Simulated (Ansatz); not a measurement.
Cost and result for the atomization energy of H$_{7}$InOSi (`[SiH3][OH+][InH3-]`) (10 atoms, 9 bonds).

Cartesian coordinates in Å:
```
Si -1.4535 -0.2406 -0.7460
O 0.2011 -0.4904 -0.6299
In 1.5185 0.3911 1.2195
H -1.9902 -0.5972 0.5819
H -1.9886 -1.1297 -1.8074
H -1.7427 1.1724 -1.0867
H 0.7151 -0.4565 -1.4404
H 1.7347 -1.0732 2.1077
H 0.2484 1.4853 1.6649
H 2.7571 0.9388 0.1365
```

The species carries charge 0 and has multiplicity 1. Correlated methods include outer-core shells of In, which these sets cover unevenly. In takes the def2 core potential. Geometry: relaxed with PBE0-D4/def2-TZVP. Program: Ansatz. All runs use 4 threads of an Arm Neoverse V2 on a shared host. Times are those of one run each, without the atoms' runs, and a repeat can differ threefold. Electronic energies, without spin–orbit coupling; frozen cores. CCSD(T)/CBS adds CCSD(T) − MP2 in def2-TZVPP to the MP2 limit, and its time is that of the two runs behind it. T1 = 0.013. With those shells the extrapolation isn't a true limit. B3LYP takes the VWN-RPA correlation (the form of Gaussian; ORCA's B3LYP/G). HSE06 is the plane-wave form, built on full-range PBE exchange.

CCSD(T)/CBS is a level of theory with its own doubt, some kJ/mol a heavy atom from the limit and from the frozen cores, so smaller differences don't rank the functionals.

```
                            level  functions  wall time  atomization (kcal/mol)  difference from CCSD(T)/CBS  per bond
           LDA (SPW92)/def2-TZVPP        221      1.4 s                   721.6                         68.1       7.6
               BLYP-D4/def2-TZVPP        221      1.6 s                   637.0                        -16.5      -1.8
  PBE-D4/def2-TZVPP (with forces)        221      1.8 s                   635.1                        -18.4      -2.0
               PBE0-D4/def2-TZVPP        221      1.8 s                   632.0                        -21.5      -2.4
              HSE06-D4/def2-TZVPP        221      1.9 s                   631.9                        -21.6      -2.4
                 CCSD(T)/def2-SVP         93      2.4 s                   606.9                        -46.6      -5.2
B3LYP-D4/def2-TZVPP (with forces)        221      2.8 s                   644.3                         -9.2      -1.0
              PBE-QIDH/def2-TZVPP        221      3.4 s                   634.2                        -19.3      -2.1
               ωB97X-V/def2-TZVPP        221      5.5 s                   653.4                         -0.1       0.0
 ωB97M-V/def2-TZVPP (with forces)        221      7.5 s                   650.9                         -2.6      -0.3
                   MP2/def2-QZVPP        419       11 s                   639.2                        -14.3      -1.6
               CCSD(T)/def2-TZVPP        221       66 s                   637.5                        -16.0      -1.8
                CCSD(T)/CBS(def2)          –       76 s                   653.5                          0.0       0.0
```

From BLYP to BHLYP (50 % exact exchange), in def2-TZVPP and without D4, the atomization energy moves by +2.3 kcal/mol. Leaving LDA and LC-ωPBE aside and taking each functional with its dispersion term where it has one, the values, not all of them listed here, spread over 30.4 kcal/mol, from revPBE-D4 to B97M-V. LDA lies +90.8 kcal/mol from PBE without D4, its usual overbinding. In def2-TZVPP, CCSD(T) changes the Hartree–Fock value by +159.5 kcal/mol (the triples alone add +5.5 kcal/mol) and MP2 by +151.5 kcal/mol; breaking electron pairs costs correlation energy, which Hartree–Fock lacks.

Spin–orbit coupling would lower the free In atoms strongly, and the atomization energy with them, by more than many differences here.
